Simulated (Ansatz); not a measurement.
Ansatz (a program for electronic structure) input:

Ansatz 0.2 input:
```yaml
crystal:
  periodic: [false, false, false]
  atoms:
    - {symbol: Si, position_ang: [-0.29261459, -0.25535547, 0.13805888]}
    - {symbol: O, position_ang: [-0.77350728, 1.29888723, -0.12302380]}
    - {symbol: O, position_ang: [1.24726754, -0.64578285, -0.25574789]}
    - {symbol: H, position_ang: [-1.13014126, -1.19216612, -0.63371661]}
    - {symbol: H, position_ang: [-0.53978847, -0.31014256, 1.60813688]}
    - {symbol: H, position_ang: [1.97645180, -0.14754966, 0.12292887]}
basis:
  gaussian:
    orbitals: def2-TZVPD
hamiltonian:
  xc: {name: wB97X-V}
magnetization: {spin_polarized: true, initial_magnetization: 1}
output: {forces: true}
```

Problem. What final total energy does it print?

Solution. -441.72669 Eh (wB97X-V/def2-TZVPD). The basis has 150 functions.

It need not be the lowest isomer of its formula.
